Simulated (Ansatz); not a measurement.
Geometry optimisation, RKS PBE0/6-31G in Ansatz.

input.yaml

```yaml
crystal:
  periodic: [false, false, false]
  atoms:
    - { symbol: Al, position_ang: [0.0, 0.0, 0.0] }
    - { symbol: O, position_ang: [0.0, 0.0, 1.78] }
    - { symbol: H, position_ang: [-0.9095, -0.2814, 2.1171] }
    - { symbol: Cl, position_ang: [1.9312, 0.0, -1.115] }
    - { symbol: Cl, position_ang: [-1.9312, 0.0, -1.115] }
basis:
  gaussian: { orbitals: "6-31G" }
hamiltonian:
  xc: pbe0
relax:
  f_tol: 0.02
  max_steps: 40
```

Run as:

```bash
$ ansatz run input.yaml --threads 1 --pin off --max-ram 2048MiB --backend cpu --events-out ev --progress --plain --runs-dir out
```

Q: Where does it end, and by what steps?

A: The run converged. Limits of this set-up: no polarisation functions. After 9 steps the energy has fallen by 0.342 eV; H3 moved furthest, 0.62 Å.

| step | energy less start (eV) | largest force component (eV/Å) | accepted |
| --- | --- | --- | --- |
| 0 | 0.0000 | 1.759 | yes |
| 1 | 0.0015 | 2.990 | no |
| 2 | -0.1953 | 1.192 | yes |
| 3 | -0.2769 | 0.497 | yes |
| 4 | -0.3169 | 0.267 | yes |
| 5 | -0.3373 | 0.160 | yes |
| 6 | -0.3415 | 0.071 | yes |
| 7 | -0.3418 | 0.071 | yes |
| 8 | -0.3421 | 0.027 | yes |
| 9 | -0.3421 | 0.017 | yes |

```xyz
5
Properties=species:S:1:pos:R:3
Al -0.132 -0.034 -0.066
O -0.326 -0.130 1.576
H -0.450 -0.180 2.515
Cl 1.840 0.034 -0.960
Cl -1.841 0.028 -1.398
```

Whether the end is a true minimum wasn't checked by a vibrational analysis.

Time of the run: 28 s on 1 thread of Arm Neoverse V1, with other jobs on the host, peak memory 0.07 GiB.
